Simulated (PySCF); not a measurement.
**HgH₃⁻: umbrella curve**

Computed with PySCF, PBE0, basis Hg def2-TZVPD with ECP60, H def2-TZVPD (scalar-relativistic core potentials, no spin–orbit coupling, density fitting).

Rigid scan from the singlet minimum (Hg–H 1.764 Å (×3); H–Hg–H 120.0° (×3)). Coordinate: angle between each bond and the threefold axis, bonds fixed. Energies in kJ/mol from the minimum.

Task: Predict the curve at 55, 60, 65, 70, 75, 80, 85, 90.

Result: 
| angle of the bonds to the threefold axis (°) | E (kJ/mol) | dipole size (D, about the centre of mass) |
| --- | --- | --- |
| 55 | 215.6 | 4.26 |
| 60 | 160.2 | 3.70 |
| 65 | 112.9 | 3.10 |
| 70 | 73.4 | 2.48 |
| 75 | 41.9 | 1.86 |
| 80 | 18.9 | 1.24 |
| 85 | 4.8 | 0.62 |
| 90 | 0.0 | 0.00 |

No spin–orbit coupling is included, which matters more the heavier the element.
